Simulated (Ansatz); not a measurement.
Gas-phase electronic energies from Ansatz, PBE0-D4/def2-TZVP geometries. CBS: MP2 limit from def2 TZ/QZ plus the TZ coupled-cluster correction, frozen cores. This one scheme is used for every species. Functionals use def2-TZVPP. Each species was taken in one conformer, which may not be the lowest.

Consider the formal hydrolysis of the Al–Cl bond: `[NH2][Al]([SH])[Cl]` + H₂O → `[NH2][Al]([OH])[SH]` + HCl.

`[NH2][Al]([SH])[Cl]`:

Cartesian coordinates in Å:
```
N -0.909 -0.405 0.718
Al 0.683 -0.057 0.069
S 1.011 1.036 -1.780
Cl 2.369 -0.719 1.113
H -1.785 -0.137 0.303
H -1.061 -0.912 1.574
H -0.307 1.195 -1.997
```

H₂O:

```xyz
3

O    -0.119    0.101   -0.357
H     0.570    0.514    0.169
H    -0.451   -0.615    0.188
```

`[NH2][Al]([OH])[SH]`:

Cartesian coordinates in Å:
```
N -0.318 -1.293 0.824
Al -0.003 0.136 -0.156
O 1.004 1.406 0.329
S -0.946 0.319 -2.111
H 0.065 -1.474 1.737
H -0.916 -2.052 0.540
H 1.474 1.448 1.159
H -0.359 1.510 -2.322
```

HCl:

```xyz
2

Cl    0.012   -0.224    0.599
H    -0.012    0.224   -0.599
```

| level | ΔE (kJ/mol) |
| --- | --- |
| r2SCAN-D4 | 32.5 |
| CCSD/def2-SVP | 30.5 |

Question: What does CCSD(T)/CBS give? (An estimate is asked.)

Answer: The calculation gave: +33.9 kJ/mol. The listed levels differ from it by -1.4, -3.4 kJ/mol.

Largest T1 diagnostic among the species: 0.011.

From BLYP to BHLYP (50 % exact exchange), in def2-TZVPP and without D4, ΔE moves by +4.4 kJ/mol. At CCSD(T), def2-SVP lies −3.1 kJ/mol from the extrapolated value and def2-TZVPP −4.5 kJ/mol. Leaving LDA and LC-ωPBE aside and taking each functional with its dispersion term where it has one, the values, not all of them listed here, spread over 11.1 kJ/mol, from CAM-B3LYP-D4 to HSE06-D4. LDA lies −4.7 kJ/mol from PBE without D4.
